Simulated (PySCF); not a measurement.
## Correlation energy of Fe¹³⁺ (iron, charge +13)

[Ne] 3s2 3p1, 2P determinant. Calculation: PySCF 2.14, in an uncontracted even-tempered set (17 s from 0.69 bohr⁻², ratio 2.5; 11 p from 0.9 bohr⁻², ratio 2.5; 5 d from 5 bohr⁻², ratio 2.7; 4 f from 7.5 bohr⁻², ratio 2.7); no relativity, point nucleus. Frozen: 1s2; 11 electrons correlated; the 17 highest virtual orbitals of each spin left out.

| level | correlation energy (mhartree) |
| --- | --- |
| CCSD | -438.92 |
| (T) | -2.65 |
| CCSD(T) | -441.57 |

Diagnostics: T1 = 0.0026, D1 = 0.0110, largest double amplitude 0.091.

Cost of the coupled-cluster step: about 40 core-seconds, for 11 correlated electrons.
